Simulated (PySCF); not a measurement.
Variants of one PySCF input: ZnP

Base input, run as `python input.py` with PySCF 2.14:

```python
from pyscf import gto, dft

mol = gto.M(
    atom='Zn 0 0 0; P 0 0 2.255',
    basis='lanl2dz',
    ecp={'Zn': 'lanl2dz', 'P': 'lanl2dz'},
    charge=0,
    spin=3,
    verbose=3,
)
mf = dft.ROKS(mol, xc='olyp')
mf.kernel()
g = mf.nuc_grad_method()
g.grid_response = True
g.kernel()
mf.dip_moment()
print('orbital energies (hartree):', mf.mo_energy[..., max(0, mol.nelec[1]-3):mol.nelec[0]+3].round(4))
```

Base result: E(SCF) = -72.436178 Eh, μz(SCF) = -0.87 D, gradient on the second atom -0.0555 Eh/bohr. The bond length is a typed value, not an optimised one. No search for the lowest solution was made.

Wall time 5.6 s on one thread of a shared host.

Each row names what differs from the base; energies in brackets are changes from the base.

| change | result |
| --- | --- |
| convergence threshold: default → 1e-16 [unsound on purpose] | not converged: SCF |
| functional: olyp → wb97 | E(SCF) = -72.261355 Eh, μz(SCF) = -0.80 D, gradient on the second atom -0.0513 Eh/bohr |
| functional: olyp → wb97x | E(SCF) = -72.009391 Eh, μz(SCF) = -0.88 D, gradient on the second atom -0.0511 Eh/bohr |
| length unit: angstrom → bohr [unsound on purpose] | not converged: SCF |
| spin (2S): 3 → 5 [a high spin state] | E(SCF) = -72.239593 Eh (+5.3494 eV), μz(SCF) = 4.14 D, gradient on the second atom -0.0851 Eh/bohr |
| geometry: bond 2.255 → bond 3.382 [stretched restricted solution, likely unstable] | E(SCF) = -72.451998 Eh (-0.4305 eV), μz(SCF) = -0.95 D, gradient on the second atom 0.0026 Eh/bohr |
| functional: olyp → mn15l | E(SCF) = -69.893406 Eh, μz(SCF) = -0.37 D, gradient on the second atom -0.0500 Eh/bohr |
| geometry: bond 2.255 → bond 2.187 | not converged: SCF |
| integration grid: default → 4 | E(SCF) = -72.436179 Eh (+0.0000 eV), μz(SCF) = -0.87 D, gradient on the second atom -0.0555 Eh/bohr |
| functional: olyp → pbe0 | E(SCF) = -71.843447 Eh, μz(SCF) = -1.07 D, gradient on the second atom -0.0496 Eh/bohr |
| electric field along z (a.u.): none → -0.01; step after the SCF: gradient → analyze | E(SCF) = -72.443704 Eh (-0.2048 eV), μz(SCF) = -2.93 D |
| basis set: lanl2dz → def2-svpd; core potential: on → off | E(SCF) = -2120.814823 Eh, μz(SCF) = -0.49 D, gradient on the second atom -0.0261 Eh/bohr |
| geometry: bond 2.255 → bond 2.526 | not converged: SCF |
| geometry: bond 2.255 → bond 2.097 | E(SCF) = -72.412625 Eh (+0.6409 eV), μz(SCF) = -0.65 D, gradient on the second atom -0.1069 Eh/bohr |
| geometry: bond 2.255 → bond 0.1 [unsound on purpose] | not converged: SCF |
| geometry: bond 2.255 → bond 1.804 | E(SCF) = -72.304514 Eh (+3.5827 eV), μz(SCF) = -0.15 D, gradient on the second atom -0.3183 Eh/bohr |
| step after the SCF: gradient → mp2; SCF type: ROKS → UHF; functional: olyp → none (Hartree–Fock); frozen orbitals: default → 0 | E(SCF) = -69.806400 Eh, E(MP2) − E(SCF) = -0.19595 Eh, ⟨S²⟩ = 3.774, μz(SCF) = -1.57 D |
| cycle limit: 50 → 3 [unsound on purpose] | not converged: SCF |
| spin (2S): 3 → 1 | not converged: SCF |
| basis set: lanl2dz → 6-31g*; core potential: on → off | E(SCF) = -2120.810541 Eh, μz(SCF) = -0.68 D, gradient on the second atom -0.0169 Eh/bohr |

Q: Order these changes by how far they move the SCF energy from the base, largest first: (1) electric field along z (a.u.): none → -0.01; step after the SCF: gradient → analyze; (2) geometry: bond 2.255 → bond 1.804; (3) geometry: bond 2.255 → bond 2.097; (4) geometry: bond 2.255 → bond 3.382.

A: (2) +3.5827 eV, (3) +0.6409 eV, (4) -0.4305 eV, (1) -0.2048 eV.
